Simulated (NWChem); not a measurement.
The numbers come from NWChem runs, not from measurements. System: C$_{2}$H$_{2}$N$_{3}$, charge 1, spin multiplicity 3, at the geometry of a parent with another charge or spin, in a state set for the comparison that need not be this species' ground state. Its SCF solution wasn't tested for a lower state. Level: UMP2/def2-SVPD, 5 core orbitals frozen.

Input file:

```
start mol
memory heap 200 mb stack 900 mb global 1100 mb
charge 1
geometry units angstroms nocenter noautoz
  C      0.613100     0.963996     0.000000
  N     -0.667194     1.033577     0.000000
  C     -1.026784    -0.284471     0.000000
  N     -0.015853    -1.129668     0.000000
  N      1.047620    -0.302157     0.000000
  H     -2.062025    -0.623748     0.000000
  H      1.992122    -0.665664     0.000000
  symmetry group Cs
end
basis spherical
  * library def2-svpd
end
scf
  uhf
  nopen 2
  maxiter 100
  thresh 1e-7
  semidirect memsize 60000000 filesize 0
  # guess.movecs holds the orbitals of an unrestricted PBE0 run
  vectors input guess.movecs output mol.movecs
end
mp2
  freeze core 5
end
task mp2 energy
```

Output (cleaned and shortened):

```
             Northwest Computational Chemistry Package (NWChem) 7.3.0
             --------------------------------------------------------

                                NWChem Input Module
                                -------------------

 Scaling coordinates for geometry "geometry" by  1.889725989
 (inverse scale =  0.529177249)

 Turning off AUTOSYM since
 SYMMETRY directive was detected!

                             Geometry "geometry" -> ""
                             -------------------------

 Output coordinates in angstroms (scale by  1.889725989 to convert to a.u.)

  No.       Tag          Charge          X              Y              Z
 ---- ---------------- ---------- -------------- -------------- --------------
    1 C                    6.0000     0.61310000     0.96399600     0.00000000
    2 N                    7.0000    -0.66719400     1.03357700     0.00000000
    3 C                    6.0000    -1.02678400    -0.28447100     0.00000000
    4 N                    7.0000    -0.01585300    -1.12966800     0.00000000
    5 N                    7.0000     1.04762000    -0.30215700     0.00000000
    6 H                    1.0000    -2.06202500    -0.62374800     0.00000000
    7 H                    1.0000     1.99212200    -0.66566400     0.00000000

 Effective nuclear repulsion energy (a.u.)     157.7247669034

            Nuclear Dipole moment (a.u.)
            ----------------------------
        X                 Y               Z
 ---------------- ---------------- ----------------
     0.0000075589     0.0000037795     0.0000000000

      Symmetry information
      --------------------

 Group name             Cs
 Group number              2
 Group order               2
 No. of unique centers     7

      Symmetry unique atoms

     1    2    3    4    5    6    7


 Summary of "ao basis" -> "" (spherical)
 ------------------------------------------------------------------------------
       Tag                 Description            Shells   Functions and Types
 ---------------- ------------------------------  ------  ---------------------
 *                         def2-svpd                  on all atoms

 Summary of "ao basis" -> "ao basis" (spherical)
 ------------------------------------------------------------------------------
       Tag                 Description            Shells   Functions and Types
 ---------------- ------------------------------  ------  ---------------------
 C                         def2-svpd                 8       20   4s2p2d
 N                         def2-svpd                 8       20   4s2p2d
 H                         def2-svpd                 4        8   2s2p

                                 NWChem SCF Module
                                 -----------------

  ao basis        = "ao basis"
  functions       =   116
  atoms           =     7
  alpha electrons =    18
  beta  electrons =    16
  charge          =   1.00
  wavefunction    = UHF
  use symmetry    = T
  symmetry adapt  = T

 Summary of "ao basis" -> "ao basis" (spherical)
 ------------------------------------------------------------------------------
       Tag                 Description            Shells   Functions and Types
 ---------------- ------------------------------  ------  ---------------------
 C                         def2-svpd                 8       20   4s2p2d
 N                         def2-svpd                 8       20   4s2p2d
 H                         def2-svpd                 4        8   2s2p
[...]
 -----------   ------   -------------------------------------------------------
    1 C    6     2.03   0.99  0.37  0.00  0.02  0.61  0.00  0.04 -0.01
    2 N    7     3.20   0.99  0.44  0.24  0.01  0.87  0.58  0.02  0.05
    3 C    6     2.49   0.99  0.45 -0.07 -0.03  0.97  0.16  0.04 -0.03
    4 N    7     3.60   1.00  0.53  0.31  0.06  1.08  0.59  0.02  0.01
    5 N    7     3.60   0.99  0.49  0.26 -0.14  1.26  0.71  0.02  0.01
    6 H    1     0.51   0.36  0.12  0.01  0.01
    7 H    1     0.58   0.35  0.18  0.02  0.03

   Mulliken analysis of the spin density
   -------------------------------------

    Atom       Charge   Shell Charges
 -----------   ------   -------------------------------------------------------
    1 C    6     1.13   0.00  0.20  0.08 -0.03  0.62  0.28  0.00 -0.02
    2 N    7     0.95   0.00  0.14  0.03 -0.02  0.58  0.21 -0.00 -0.01
    3 C    6     0.02   0.00  0.01  0.01  0.01  0.01 -0.01  0.00 -0.02
    4 N    7     0.06  -0.00  0.00 -0.02 -0.00  0.06  0.03 -0.00  0.00
    5 N    7    -0.18   0.00 -0.00 -0.02  0.03 -0.10 -0.08  0.00 -0.01
    6 H    1     0.02   0.00  0.01  0.00  0.01
    7 H    1    -0.00   0.01 -0.01 -0.00 -0.00

       Multipole analysis of the density wrt the origin
       ------------------------------------------------

     L   x y z        total         alpha         beta         nuclear
     -   - - -        -----         -----         ----         -------
     0   0 0 0      1.000000    -18.000000    -16.000000     35.000000

     1   1 0 0      0.267698      0.169787      0.097904      0.000008
     1   0 1 0      0.844569     -2.016490      2.861055      0.000004
     1   0 0 1      0.000000      0.000000      0.000000      0.000000

     2   2 0 0     -9.226588    -57.003834    -50.790938     98.568184
     2   1 1 0     -0.952018      2.213736      2.758059     -5.923813
     2   1 0 1      0.000000      0.000000      0.000000      0.000000
     2   0 2 0    -17.254922    -58.221273    -44.537616     85.503967
     2   0 1 1     -0.000000     -0.000000     -0.000000      0.000000
     2   0 0 2    -20.079471    -10.582261     -9.497210      0.000000

                   NWChem MP2 Semi-direct Energy/Gradient Module
                   ---------------------------------------------

  Basis functions       =    116
  Molecular orbitals    =    116
  Frozen core           =      5
  Frozen virtuals       =      0
  Active alpha occupied =     13
  Active beta occupied  =     11
  Active alpha virtual  =     98
  Active beta virtual   =    100
  Use MO symmetry       = T
  Use skeleton AO sym   = T

  AO/Fock/Back tols     =   1.0D-09  1.0D-09  1.0D-09

 GA uses MA = F    GA memory limited = T

 Available:
  local mem=  1.26D+08
 global mem=  1.44D+08
 local disk=  0.00D+00
  mp2_memr nvloc                    98
  nvloc new                    98
   1 passes of  13:        3145728                      59937                  29369669.
   1 passes of  13: M    126153121           G      144152288           F     123007393.

 Semi-direct pass number   1 of   1  for UHF alpha       at       11.1s
  vrange nnbf                  6775
  mp2_eaftype                   112  avail_ma_in_mb                  1099
 EAF : mp2_eaftype filesize         112   14684835.
  mp2_eaf for mointskh                    112
Node 0 wrote     69.1 Mb in      0.0 s     Agg I/O rate:  1432.2 Mb/s
 Done moints_semi at       13.6s
  mp2_eaftype                   112  avail_ma_in_mb                   987
 EAF : mp2_eaftype filesize         112   14684835.
  mp2_eaf for kh                   112
 Done maket at       13.8s
 Done multipass loop at       13.8s

 GA uses MA = F    GA memory limited = T

 Available:
  local mem=  1.26D+08
 global mem=  1.44D+08
 local disk=  0.00D+00
  mp2_memr nvloc                   100
  nvloc new                   100
   1 passes of  11:        3145728                      55500                  25361579.
   1 passes of  11: M    126153121           G      144152288           F     123007393.

 Semi-direct pass number   1 of   1  for UHF beta        at       13.8s
  vrange nnbf                  6775
  mp2_eaftype                    96  avail_ma_in_mb                  1099
 EAF : mp2_eaftype filesize          96   12680790.
  mp2_eaf for mointskh                     96
Node 0 wrote     59.6 Mb in      0.0 s     Agg I/O rate:  2401.0 Mb/s
 Done moints_semi at       16.0s
  mp2_eaftype                    96  avail_ma_in_mb                  1003
 EAF : mp2_eaftype filesize          96   12680790.
  mp2_eaf for kh                    96
 Done maket at       16.1s
 Done multipass loop at       16.1s

          -------------------------------------------
          SCF energy                -239.599126961055
          Correlation energy          -0.696030013836
          Singlet pairs                0.000000000000
          Triplet pairs                0.000000000000
          Total MP2 energy          -240.295156974891
          -------------------------------------------

          ---------------------------------------------------
                    Spin Component Scaled (SCS) MP2
          Same spin pairs                     -0.191694513633
          Same spin scaling factor             0.333333333333
          Opposite spin pairs                 -0.504335500203
          Opposite spin scaling fact.          1.200000000000
          SCS-MP2 correlation energy          -0.669100771454
          Total SCS-MP2 energy              -240.268227732509
          ---------------------------------------------------

 -----------------------
 Performance information
 -----------------------

 Timer overhead =  9.68D-08 seconds/call

               Nr. of calls         CPU time (s)                 Wall time (s)                GFlops
             ---------------    -------------------     ------------------------------   -------------------
Name         Min   Avg   Max    Min     Avg     Max     Min     Avg     Max   Mx/calls   Min     Max     Sum
mp2: moin     2     2     2    4.6     4.6     4.6      4.6     4.6     4.6     2.3      0.0     0.0     0.0
mp2: make     2     2     2   0.41    0.41    0.41     0.41    0.41    0.41    0.20      0.0     0.0     0.0
mp2: tota     1     1     1    5.0     5.0     5.0      5.0     5.0     5.0     5.0      0.0     0.0     0.0

 The average no. of pstat calls per process was 5.00D+00
 with a timing overhead of 4.84D-07s

 Task  times  cpu:       16.1s     wall:       16.1s

 Total times  cpu:       16.1s     wall:       16.1s
```
